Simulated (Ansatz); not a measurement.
Reaction (redistribution): `[NH2][Y]([OH])[OH]` + `C[O][SnH2][NH2]` → `C[O][Y]([OH])[OH]` + `[NH2][SnH2][NH2]`

Gas-phase electronic energies from Ansatz, PBE0-D4/def2-TZVP geometries. CBS: MP2 limit from def2 TZ/QZ plus the TZ coupled-cluster correction, frozen cores. Functionals use def2-TZVPP. Elements past krypton have def2 core potentials. For Sn, Y outer-core shells are correlated without core-valence functions, which leaves a few kJ/mol of doubt a bond. Each species was taken in one conformer, which may not be the lowest.

`[NH2][Y]([OH])[OH]`:

```xyz
8

N     1.672   -0.472   -0.396
Y    -0.348    0.096    0.081
O    -1.128   -0.671    1.792
O    -1.273    1.346   -1.225
H     2.211   -0.181   -1.203
H     2.276   -1.082    0.143
H    -1.602   -0.963    2.564
H    -1.808    1.927   -1.757
```

`C[O][SnH2][NH2]`:

Cartesian coordinates in Å:
```
C 1.820 -0.302 0.214
O 0.695 -0.819 0.878
Sn -1.079 -0.613 0.064
N -1.263 1.359 -0.315
H 1.706 0.760 -0.040
H 2.685 -0.400 0.876
H 2.045 -0.851 -0.712
H -2.110 -1.213 1.277
H -1.106 -1.419 -1.442
H -1.708 1.909 0.406
H -1.685 1.587 -1.204
```

`C[O][Y]([OH])[OH]`:

Cartesian coordinates in Å:
```
C 1.666 -0.319 1.430
O 0.618 -0.122 0.547
Y -0.897 0.171 -0.766
O -2.818 -0.012 -0.136
O -0.470 0.644 -2.693
H 2.639 -0.149 0.948
H 1.669 -1.343 1.827
H 1.600 0.363 2.289
H -3.720 -0.098 0.155
H -0.286 0.865 -3.601
```

`[NH2][SnH2][NH2]`:

```xyz
9

N     1.378    0.051    0.960
Sn    0.130    0.198   -0.623
N    -1.618   -0.417    0.185
H     2.287    0.474    0.820
H     1.519   -0.898    1.280
H     0.420   -0.871   -1.932
H     0.216    1.840   -1.109
H    -1.972    0.201    0.903
H    -2.359   -0.578   -0.485
```

| level | ΔE (kJ/mol) | difference from CCSD(T)/CBS |
| --- | --- | --- |
| r2SCANh-D4 | -52.0 | -1.4 |
| PBE | -51.4 | -0.8 |
| BLYP | -51.8 | -1.2 |
| r2SCANh | -52.4 | -1.8 |
| r2SCAN0 | -53.7 | -3.1 |
| LC-ωPBE | -56.4 | -5.8 |
| CCSD/def2-SVP | -62.7 | -12.1 |
| HF/def2-TZVPP | -56.3 | -5.7 |
| SCS-MP2/def2-TZVPP | -55.1 | -4.5 |
| HF/CBS(def2) | -56.7 | -6.1 |
| CCSD(T)/CBS | -50.6 | 0 |

Largest T1 diagnostic among the species: 0.014.

From BLYP to BHLYP (50 % exact exchange), in def2-TZVPP and without D4, ΔE moves by −3.8 kJ/mol. Leaving LDA and LC-ωPBE aside and taking each functional with its dispersion term where it has one, the values, not all of them listed here, spread over 6.5 kJ/mol, from PBE-QIDH to revPBE-D4. At CCSD(T), def2-SVP lies −11.4 kJ/mol from the extrapolated value and def2-TZVPP −3.2 kJ/mol.
